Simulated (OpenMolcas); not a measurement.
# Cl II: CASPT2 settings compared

```
Program             : OpenMolcas 26.06
Basis               : ANO-L-VQZP [6s5p3d2f]
Scalar Hamiltonian  : non-relativistic, point nucleus
Active space        : 6 electrons in 4 orbitals (3s 3p)
State averaging     : 2S+1 = 3 even, 3 roots; 2S+1 = 1 even, 6 roots; 2S+1 = 3 odd, 3 roots (0 in the spin-orbit step)
Spin-orbit coupling : RASSI with atomic mean-field integrals over the reference wave functions, term energies averaged over their components
```

Methods on the same reference wave functions:
A. CASSCF
B. SS-CASPT2, IPEA 0.75 Eh, sigma1 regulariser 0.3 Eh (closed shells correlated: 2s 2p)
C. SS-CASPT2, IPEA 0.2 Eh, no level shift (closed shells correlated: 2s 2p)
D. SS-CASPT2, IPEA 0.6 Eh, real shift 0.4 Eh (closed shells correlated: 2s 2p)

Energies in cm-1 above 3s2 3p4 3P2, the measured ground level; measured values from NIST Handbook of Basic Atomic Spectroscopic Data.

| Level | A | B | C | D | Measured |
| --- | --- | --- | --- | --- | --- |
| 3s2 3p4 3P2 | 0.0 | 0.0 | 0.0 | 0.0 | 0.0 |
| 3s2 3p4 3P1 | 645 | 648 | 648 | 648 | 696 |
| 3s2 3p4 3P0 | 930 | 934 | 935 | 934 | 996 |
| 3s2 3p4 1D2 | 14415 | 11700 | 12100 | 11840 | 11654 |
| 3s2 3p4 1S0 | 26531 | 27210 | 27880 | 27320 | 27878 |

Deviations, from unrounded energies. A percentage is the sum of absolute deviations over the sum of measured energies, with the sign that they share, or ± where signs differ.

```csv
Against measurement,Levels,A,B,C,D
mean absolute deviation (cm-1),4,1100,200,140,210
fine structure of the ground term (%),2,-6.9,-6.5,-6.5,-6.5
other terms of the ground configuration (%),2,±10.4,±1.8,+1.1,±1.9
```

C lies closest to measurement on these levels and A furthest from it. The largest miss of C in the table is 3s2 3p4 1D2, by +450 cm-1. The ranking rests on the paired levels alone, and a cruder setting can come out closer through cancelling errors.

Among B to D the level of the table that moves most is 3s2 3p4 1S0, by 670 cm-1 (lowest in B, highest in C). Moves below CASPT2's spread within the term are not significant.

The mean deviations of B to D differ by less than CASPT2's widest spread within a term (340 cm-1), so their order carries little weight.

From A to B the spin-free energies of the other terms of 3s2 3p4 shown, above 3P, scale by factors of 0.81 to 1.03.

The lowest spin-free term lies below A's lowest term by 0.174 hartree in B, 0.188 hartree in C, 0.175 hartree in D.

CASPT2 does not keep the components of a term degenerate, so their means are used; among the terms shown or strongly mixed into the levels shown the widest spread is 340 cm-1 (3s2 3p4 1D, B). Without dynamic correlation excited terms often stand tens of per cent too high (terms of higher spin than the ground term too low), and those without a measured partner can miss by more than the paired ones (holds for A). Measured partners are found by configuration, term and J. A level has none where our copy of the source lacks it or the pairing is in doubt (some pairs that miss far off the trend of their configuration count as doubtful), and it then counts in no deviation. Only configurations of the active space appear.
